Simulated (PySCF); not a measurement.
**How methods differ on the excitation energy of Sc**

Sc [Ar] 3d1 4s2 (2D) → Sc [Ar] 3d3 (4F), as a difference of total energies. Computed with PySCF 2.14 in x2c-TZVPPall (6s5p4d2f1g, 64 functions), with the spin-free X2C one-electron Hamiltonian (Gaussian nucleus). Correlated levels: valence: [Ar] frozen; valence and next inner shell: [Ne] frozen. The calculations carry no spin-orbit coupling.

| method | excitation energy (eV) |
| --- | --- |
| UHF | 4.669 |
| LDA | 3.095 |
| PBE | 3.047 |
| PBE0 | 3.392 |
| TPSS | 3.090 |
| M06-2X | 4.567 |
| PW91 | 3.032 |
| B97-3 | 3.824 |
| MP2 (valence) | 4.687 |
| SCS-MP2 (valence) | 5.290 |
| MP2 (valence and next inner shell) | 4.437 |
| SCS-MP2 (valence and next inner shell) | 5.074 |

**Question.** How much does correlation contribute at MP2 (valence and next inner shell)?

**Answer.** 4.437 − (4.669) = -0.232 eV, measured against UHF.
